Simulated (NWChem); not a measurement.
Isomers of C3H5BO, each optimised at PBE0/def2-SVP with NWChem, gas phase unless a solvent is named. Flexible species stand in one conformer each, which need not be the lowest.  Relative energies count from the lowest isomer at each level and are electronic, without zero-point energy, on those geometries. Shieldings are non-relativistic GIAO values without spin-orbit effects.

A: C#CB(C)O
B: COBC#C
C: OB1C=CC1

```json
[
 {"quantity": "relative energy, TPSSh/def2-SVP (kcal/mol)", "A": "3.0", "B": "21.7", "C": "0.0"},
 {"quantity": "relative energy, M06-2X/def2-SVP (kcal/mol)", "A": "0.4", "B": "22.9", "C": "0.0"},
 {"quantity": "11B shift against boron trifluoride, PBE0/pcSseg-1 (ppm)", "A": "29.0", "B": "23.0", "C": "32.1"}
]
```
